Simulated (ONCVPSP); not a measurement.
## sulfur (S), ONCV: configuration errors across variants

- Element: sulfur (S)
- Generator: ONCVPSP 4.0.1
- Type: optimised norm-conserving Vanderbilt (ONCV)
- Functional: PBEsol
- Relativity: scalar-relativistic
- Frozen core: [He]
- Valence charge: 14
- Reference configuration: 2s2 2p6 3s2 3p2 (charge +2)
- Partial waves: 2s+3s: rc 0.70 bohr, ncon 4, nbas 8, qcut 20.3 1/bohr, 2 projectors; 2p+3p: rc 0.70 bohr, ncon 3, nbas 8, qcut 21.3 1/bohr, 2 projectors; d scattering state at 0.14 Ha: rc 0.55 bohr, ncon 4, nbas 9, qcut 19.1 1/bohr, 1 projector
- Local potential: polynomial inside 0.50 bohr (lpopt 5, dvloc0 6 Ha)
- Core correction: Teter function, fcfact 1.75, rcfact 1.6

All-electron excitation energies from the reference (eV): (1) 2s2 2p6 3s2 3p4 -33.974; (2) 2s2 2p6 3s2 3p3 -22.241; (3) 2s2 2p6 3s2 3p1 34.000; (4) 2s2 2p6 3s2 3p0 80.759.

1 further variants failed, have other tests or too few solved ones, and are left out.

Errors AE − PS in meV (a dash: test not solved or not reliable):

```tsv
change	(1)	(2)	(3)	(4)	bound ghosts	GHOST(+) flags above zero
base	+1.7	+0.7	+1.3	+7.7	none	none
s: rc 0.48; local potential polynomial inside 0.48 bohr (lpopt 5, dvloc0 6 Ha)	+1.5	+0.7	+1.1	+6.7	none	none
s: rc 0.52	+1.4	+0.6	+1.1	+6.6	none	none
s: rc 0.6	+1.6	+0.7	+1.2	+7.3	none	none
s: rc 0.72	+1.7	+0.7	+1.3	+7.8	none	none
s: rc 0.8	+1.8	+0.8	+1.4	+8.2	none	none
s: rc 0.84	+1.8	+0.8	+1.4	+8.4	none	none
s: rc 0.88	+1.8	+0.8	+1.4	+8.4	none	none
s: rc 0.98	+2.0	+0.9	+1.6	+9.2	none	none
```

**Question.** Give the same row for: s: rc 0.66.

**Answer.** +1.6, +0.7, +1.3, +7.5; bound ghosts: none; GHOST(+) flags above zero: none.
